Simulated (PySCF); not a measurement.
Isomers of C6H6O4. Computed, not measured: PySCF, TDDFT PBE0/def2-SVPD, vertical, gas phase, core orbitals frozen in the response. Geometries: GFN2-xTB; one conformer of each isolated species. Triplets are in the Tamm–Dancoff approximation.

A. `CC(=O)O[C@H]1C=COC1=O`
B. `CC(=O)O[C@H]1C=C1C(=O)O`
C. `COC(=O)c1ccc(O)o1`

Lowest singlet levels (six at most, fewer where fewer were computed) with oscillator strengths:

1. 254 nm (f 0.417); 235 nm (f 0.000); 224 nm (f 0.000); 192 nm (f 0.000); 191 nm (f 0.007); 183 nm (f 0.030); T1 3.20 eV
2. 242 nm (f 0.008); 228 nm (f 0.071); 207 nm (f 0.003); 194 nm (f 0.028); 184 nm (f 0.046); 179 nm (f 0.006); T1 3.88 eV
3. 282 nm (f 0.006); 243 nm (f 0.051); 228 nm (f 0.027); 209 nm (f 0.047); 205 nm (f 0.067); 180 nm (f 0.033); T1 3.71 eV

Question: Which spectrum belongs to which structure?

Answer: 1 = C, 2 = A, 3 = B.
- A: S1 at 5.13 eV, HOMO-1→LUMO (67%), HOMO→LUMO (24%); Löwdin shares by element: HOMO carbon 52% or more, oxygen 25% or more (atoms not listed hold the other 23%); LUMO carbon 52% or more, oxygen 18% or more (atoms not listed hold the other 30%); HOMO -7.73 and LUMO -1.31 eV.
- B: S1 at 4.39 eV, HOMO-1→LUMO (89%); Löwdin shares by element: HOMO oxygen 50% or more, carbon 23% or more (atoms not listed hold the other 27%); LUMO carbon 66% or more, oxygen 15% or more (atoms not listed hold the other 18%); HOMO -7.99 and LUMO -2.06 eV.
- C: S1 at 4.88 eV, HOMO→LUMO (97%); Löwdin shares by element: HOMO carbon 57% or more, oxygen 13% or more (atoms not listed hold the other 29%); LUMO carbon 47% or more, oxygen 14% or more (atoms not listed hold the other 38%); HOMO -6.52 and LUMO -1.12 eV; point group Cs, 3 of its 6 listed states under f = 0.0005.
